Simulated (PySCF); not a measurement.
## Ionisation energy of Nd(50+) by level of theory

Nd(50+) [Ne] (1S) → Nd(51+) [He] 2s2 2p5 (2P), as a difference of total energies. Computed with PySCF 2.14 in an uncontracted even-tempered set (17 s from 27 bohr⁻², ratio 2.2; 10 p from 34 bohr⁻², ratio 2.2; 6 d from 140 bohr⁻², ratio 2.4; 5 f from 210 bohr⁻², ratio 2.4; 4 g from 320 bohr⁻², ratio 2.4), with no relativity, point nucleus. Correlated levels: nothing frozen; virtual orbitals above 40 to 60 times the deepest correlated orbital energy dropped. The calculations carry no spin-orbit coupling.

```
                 method  ionisation energy (eV)
                    UHF                  9691.6
                    LDA                  9687.2
                 r2SCAN                  9692.6
                   TPSS                  9687.8
                 revPBE                  9687.6
    MP2 (all electrons)                  9693.3
SCS-MP2 (all electrons)                  9693.1
```

Estimate what PBE0 gives.

9689.4 eV, closest to TPSS among the rows shown.

Estimate what PBE gives.

9688.0 eV, closest to TPSS among the rows shown.

A first-order spin-orbit estimate (lowest level to lowest level, LS coupling) adds -138.0 eV.

The gap to the reference is mostly relativistic.

For comparison: 9742 ± 4 eV (theoretical estimate listed by NIST; NIST Atomic Spectra Database, ionization energies).
